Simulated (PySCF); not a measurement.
PySCF job for F3OV, SMILES [F][V]([F])(=[O])[F] (connectivity only; charge and spin as stated), charge +1, multiplicity 2, PBE-D3(BJ)/def2-SVP. Geometry optimised at PBE-D3(BJ)/def2-SVP. The geometry has at least one imaginary mode, so it is a saddle point at that level. The spin state was assumed, not searched. The isomer is the one that the SMILES or the coordinates give; other isomers of the formula were not compared.

```python
import numpy as np
from pyscf import gto, scf, dft, df
from pyscf.hessian import thermo

mol = gto.M(
    atom='''
    V     0.01530693    0.00306065   -0.00000000
    O    -1.55168144    0.70333719    0.00000000
    F     0.73542383    0.51219641    1.41625946
    F    -0.13069298   -1.65740311    0.00000000
    F     0.73542383    0.51219641   -1.41625946
    ''',
    basis='def2-SVP',
    charge=1,
    spin=1,
    max_memory=1600,
    verbose=3,
)
mf = dft.UKS(mol, xc='pbe').density_fit(auxbasis='def2-universal-jkfit')
mf.disp = 'd3bj'
mf.grids.level = 3
mf.conv_tol = 1e-11
mf.max_cycle = 100
mf.kernel()
fine, coarse = mf.grids, dft.Grids(mol).set(level=1).build(with_non0tab=True)
for _ in range(3):  # follow internal instabilities
    mf.grids = coarse
    mo, _, stable, _ = mf.stability(return_status=True, nroots=4)
    mf.grids = fine
    if stable:
        break
    mf.kernel(mf.make_rdm1(mo, mf.mo_occ))

# [left out here: the lines that compute and print the analytic Hessian (its translational invariance restored by hand, since the grid's response is missing), thermochemistry and intensities]
```

It prints:

```

WARN: HOMO -0.453530217430448 >= LUMO -0.453530217430449

converged SCF energy = -1317.54515647264  <S^2> = 0.76202733  2S+1 = 2.0119914
<class 'pyscf.df.df_jk.DFUKS'> wavefunction is stable in the internal stability analysis

WARN: DFTD3 does not support analytical Hessian, using finite difference


WARN: Mole.unit (angstrom) is changed to Bohr

Mode                                 0                   1                   2
Irrep
Freq [cm^-1]                     -113.2610            186.2638            214.9590
Reduced mass [au]                  18.5621             19.9285             20.3791
Force const [Dyne/A]               -0.1403              0.4074              0.5548
Char temp [K]                    -162.9574            267.9921            309.2781
Normal mode                   x     y     z       x     y     z       x     y     z
       0   V                 0.00  0.00 -0.02    0.05 -0.01 -0.00    0.00 -0.00  0.06
       1   O                -0.00 -0.00 -0.10    0.09  0.05  0.00    0.00  0.00 -0.15
       2   F                 0.04 -0.10 -0.00   -0.11  0.00  0.08    0.08  0.03  0.02
       3   F                 0.00  0.00  0.14    0.00 -0.01  0.00   -0.00 -0.00 -0.09
       4   F                -0.04  0.10 -0.00   -0.11  0.00 -0.08   -0.08 -0.03  0.02
Mode                                 3                   4                   5
Irrep
Freq [cm^-1]                      219.6205            251.6694            747.3739
Reduced mass [au]                  21.4717             19.4815             18.8264
Force const [Dyne/A]                0.6102              0.7270              6.1957
Char temp [K]                     315.9850            362.0963           1075.3046
Normal mode                   x     y     z       x     y     z       x     y     z
       0   V                 0.01 -0.06 -0.00   -0.05 -0.03 -0.00    0.06 -0.01  0.00
       1   O                 0.05  0.01  0.00    0.02  0.16  0.00   -0.19  0.09  0.00
       2   F                -0.00  0.11 -0.06   -0.01 -0.01 -0.04    0.00  0.01  0.02
       3   F                -0.08 -0.06  0.00    0.13 -0.05  0.00   -0.01 -0.06 -0.00
       4   F                -0.00  0.11  0.06   -0.01 -0.01  0.04    0.00  0.01 -0.02
Mode                                 6                   7                   8
Irrep
Freq [cm^-1]                      771.2504            868.5554            890.9352
Reduced mass [au]                  20.7790             24.5597             24.2661
Force const [Dyne/A]                7.2823             10.9161             11.3486
Char temp [K]                    1109.6576           1249.6579           1281.8574
Normal mode                   x     y     z       x     y     z       x     y     z
       0   V                 0.05 -0.01  0.00   -0.00 -0.00  0.08   -0.01 -0.08 -0.00
       1   O                -0.02  0.01 -0.00    0.00  0.00 -0.00   -0.04  0.02  0.00
       2   F                -0.06 -0.04 -0.11   -0.05 -0.04 -0.11    0.02  0.02  0.05
       3   F                 0.00  0.09 -0.00    0.00  0.00 -0.00    0.02  0.16 -0.00
       4   F                -0.06 -0.04  0.11    0.05  0.04 -0.11    0.02  0.02 -0.05
temperature 298.1500 [K]
pressure 101325.00 [Pa]
Rotational constants [GHz] 3.90374 3.72927 3.45273
Symmetry number 1
Zero-point energy (ZPE) 0.00946 [Eh]   24826.266 [J/mol]
                           tot       elec      trans        rot        vib
Entropy [J/mol/K]       321.050      5.763    168.856    109.877     36.554
Cv [J/mol/K]             65.719      0.000     12.472     12.472     40.775
Cp [J/mol/K]             74.033      0.000     20.786     12.472     40.775
Internal energy [J/mol]                      3718.434   3718.434  31216.106
Internal energy [Eh]   -1317.53043  -1317.54516
Enthalpy [J/mol]                             6197.391   3718.434  31216.106
Enthalpy [Eh]          -1317.52949
Gibbs free energy [J/mol]                  -44147.148 -29041.395  20317.619
Gibbs free energy [Eh] -1317.56595
mode   freq/cm-1   IR/(km/mol)
   1     -113.26        17.869
   2      186.26         8.737
   3      214.96         9.294
   4      219.62         9.774
   5      251.67         6.137
   6      747.37         9.474
   7      771.25        22.948
   8      868.56       113.762
   9      890.94       116.555
max |gradient| / (hartree/bohr): 0.00019994372777980648
APT charges: [ 2.0354 -0.0072 -0.3014 -0.4254 -0.3014]
```

The run converged. The end point has an imaginary mode, so it is no minimum.
